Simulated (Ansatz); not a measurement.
Consider the redistribution: `C[S][Sn][OH]` + `BC(=C)SC` → `C[S][Sn][S]C` + `BC(=C)O`.

Gas-phase electronic energies from Ansatz, PBE0-D4/def2-TZVP geometries. CBS: MP2 limit from def2 TZ/QZ plus the TZ coupled-cluster correction, frozen cores. Functionals use def2-TZVPP. B3LYP here is the variant with VWN-RPA as its local correlation; programs differ in this. Elements past krypton have def2 core potentials. For Sn outer-core shells are correlated without core-valence functions, which leaves a few kJ/mol of doubt a bond. Each species was taken in one conformer, which may not be the lowest.

Question: Is it downhill or uphill in electronic energy at CCSD(T)/CBS, and by how much? (Estimate.)

Answer: Computed: Uphill: ΔE = +1.8 kcal/mol.

Question: What do these levels give: PBE0-D4, ωB97M-V, PBE, PBE0, B3LYP, CCSD/CBS(def2)? (An estimate is asked.)

Answer: Ansatz gave: PBE0-D4 -1.3, ωB97M-V 1.1, PBE -0.3, PBE0 -0.7, B3LYP 0.4, CCSD/CBS(def2) 1.8 kcal/mol.

Largest T1 diagnostic among the species: 0.016.

The D4 term adds −0.8 kcal/mol with B3LYP and −0.5 kcal/mol with PBE0; it sums over pairs of atoms, weighted by their polarisabilities, and B3LYP, whose exchange is more repulsive, gets the larger term. In def2-TZVPP, CCSD(T) changes the Hartree–Fock value by +1.5 kcal/mol (the triples alone add −0.1 kcal/mol) and MP2 by +2.9 kcal/mol.
